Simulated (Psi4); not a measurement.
A dimer, CHF3 ··· H6Si2 (SMILES FC(F)F and [SiH3][SiH3]); the first 5 atoms form monomer A.

```
13

F     -0.9127    -0.7869    -0.5376
C      0.0031     0.0520    -0.0345
F      1.1891    -0.5721    -0.0206
F     -0.3373     0.3466     1.2278
H      0.0577     0.9603    -0.6351
Si     2.9115    -0.4712     3.7814
Si     1.5279    -2.3357     3.4567
H      2.6991     0.5216     2.7001
H      4.3369    -0.8811     3.7753
H      2.6092     0.1732     5.0827
H      0.1019    -1.9282     3.4782
H      1.7515    -3.3353     4.5295
H      1.8196    -2.9712     2.1486
```

What interaction energy does Psi4 with SAPT0/jun-cc-pVDZ, frozen core give, and which attractive term is the largest?

Total -0.52 kcal/mol: electrostatics -0.40, exchange 0.73, induction -0.06, dispersion -0.79. The most attractive term is dispersion.
